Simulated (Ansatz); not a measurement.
RuNO₃, that is [RuO3N]- with one electron fewer. Charge 0, multiplicity 2. Geometry PBE-D4/def2-SVPD, that of the charge -1 singlet; atoms count from 1.

```xyz
5

Ru   -0.001    0.000   -0.002
O     0.298   -1.452   -0.922
O    -1.689    0.113    0.427
O     0.493    1.408   -0.907
N     0.899   -0.068    1.403
```

In the def2 sets Ru takes a core potential; there is no spin–orbit coupling. The charge 0 doublet is spin-contaminated (final ⟨S²⟩ up to 0.89, 0.75 for a pure state).

(1) Estimate the Mulliken populations from the PBE0/def2-TZVPD orbitals of Ansatz.

(2) Where does the spin sit?

(3) And the Mayer bond orders between heavy atoms (over 0.3)?

## Answers

(1) 
```tsv
atom	charge (e)	spin (α − β)	d electrons
Ru1	2.08	-0.26	5.62
O2	-0.63	-0.12	–
O3	-0.48	0.78	–
O4	-0.63	-0.12	–
N5	-0.34	0.73	–
```
Mulliken values depend strongly on the basis. With diffuse functions, as here, like atoms can get unlike values, and bond orders can come out too low or too high.

(2) Summed by element: Ru -0.26, O 0.53, N 0.73, of 1 unpaired in all. Largest on single atoms: O3 0.78, N5 0.73, Ru1 -0.26.

(3) Ru1–O2 1.23 (1.75 Å); Ru1–O3 0.96 (1.75 Å); Ru1–O4 1.23 (1.75 Å); Ru1–N5 1.73 (1.67 Å).
